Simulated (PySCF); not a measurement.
## Deuteron quadrupole couplings in `C[SiH2]n1cncc1F`

Species: C₄H₇FN₂Si.
SMILES with atom numbers: `[CH3:1][SiH2:2][n:3]1[cH:4][n:5][cH:6][c:7]1[F:8]` (hydrogens: H9, H10, H11 on C1; H12, H13 on Si2; H14 on C4; H15 on C6)

Structure used (GFN2-xTB), in Å, numbered top down from 1:
```xyz
15
C4H7FN2Si angstrom
C     -2.2491    0.3284    0.5403
Si    -1.1585   -0.3851   -0.8318
N      0.5270   -0.2708   -0.3105
C      1.4758   -1.2442   -0.1840
N      2.6296   -0.7923    0.1965
C      2.4800    0.5580    0.3401
C      1.1961    0.8693    0.0298
F      0.5544    2.0429    0.0128
H     -2.0936   -0.1878    1.4853
H     -2.0387    1.3827    0.7036
H     -3.3001    0.2386    0.2828
H     -1.3312   -1.8225   -1.0351
H     -1.2422    0.3754   -2.0791
H      1.2587   -2.2734   -0.3823
H      3.2874    1.1889    0.6476
```

Level: PBE0/pcSseg-1 (PySCF, non-relativistic); Q(2H) = 0.00286 b; rigid geometry, the same for H and D, with no vibrational averaging.

Question: Rank these positions by the coupling χzz of a deuteron there, largest first.
A. H11 (methyl hydrogen)
B. H12 (Si–H hydrogen)
C. H14 (aromatic hydrogen)
D. H10 (methyl hydrogen)

Answer: C (231 kHz), A (218 kHz), D (214 kHz), B (107 kHz).

Question: What are Vzz, η and χzz (234.96 MHz × Q × Vzz) at all hydrogens?

Answer: 
| atom | bonded to | bond length (Å) | Vzz (au) | η | χzz (kHz) |
| --- | --- | --- | --- | --- | --- |
| H9 | C1 | 1.088 | 0.3197 | 0.00 | 215 |
| H10 | C1 | 1.087 | 0.3185 | 0.01 | 214 |
| H11 | C1 | 1.086 | 0.3245 | 0.00 | 218 |
| H12 | Si2 | 1.462 | 0.1595 | 0.05 | 107 |
| H13 | Si2 | 1.463 | 0.1590 | 0.03 | 107 |
| H14 | C4 | 1.070 | 0.3440 | 0.10 | 231 |
| H15 | C6 | 1.070 | 0.3495 | 0.08 | 235 |

Question: Average by the element that carries the hydrogen.

Answer: on C: 223 kHz over 5 positions, mean bond length 1.080 Å; on Si: 107 kHz over 2 positions, mean bond length 1.463 Å.

Question: Give the 2H NMR doublet splittings at H13 for a magnetic field along the z, y and x axes of the gradient: 3χ/2, 3χ(1 + η)/4, 3χ(1 − η)/4.

Answer: With |χ| = 106.9 kHz and η = 0.025: 160, 82 and 78 kHz, to first order and without motion.

Isolated species at its GFN2-xTB geometry (one conformer only). GFN2-xTB bond lengths can be off by several hundredths of an ångström, more for odd bonds, and the gradients follow them. A larger basis could move these couplings by a tenth or more.

These values come from a run that also computed NMR shieldings. Time: 38 s wall; peak memory 0.80 GiB. Hardware: one thread of an Intel Xeon at 2.70 GHz, no GPU, shared host.
